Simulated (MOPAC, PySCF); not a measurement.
Breaking a bond: SeH, doublet.

- PM7, unrestricted, heats of formation (MOPAC)
- UCCSD = CCSD on UHF/def2-TZVP, 9 core orbitals frozen in PySCF
- UKS-B3LYP/6-31G* = PySCF 2.14.0 with unrestricted B3LYP/6-31G*, spherical d

Energies are in kcal/mol, each relative to the lowest point of its own curve near equilibrium.

| R / Å | PM7 | UCCSD | UKS-B3LYP/6-31G* |
|---|---|---|---|
| 1.19 | 22.6 | 32.2 | 35.4 |
| 1.26 | 11.5 | 15.9 | 18.1 |
| 1.33 | 4.5 | 6.2 | 7.6 |
| 1.38 | 1.6 | 2.3 | 3.2 |
| 1.42 | 0.4 | 0.7 | 1.1 |
| 1.47 | 0.0 | 0.0 | 0.0 |
| 1.50 | 0.3 | 0.2 | 0.0 |
| 1.54 | 1.3 | 1.1 | 0.6 |
| 1.61 | 4.3 | 4.0 | 3.0 |
| 1.70 | 10.1 | 9.4 | 7.9 |
| 1.82 | 20.2 | 18.3 | 16.3 |

At the longest distance, 1.82 Å, PM7 lies highest above its minimum (20.2 kcal/mol) and UKS-B3LYP/6-31G* lowest (16.3 kcal/mol).

The scan ran from 1.19 to 5.89 Å; beyond the distances shown one of the unrestricted levels run for this scan, shown here or not, changes its spin distribution in one step.
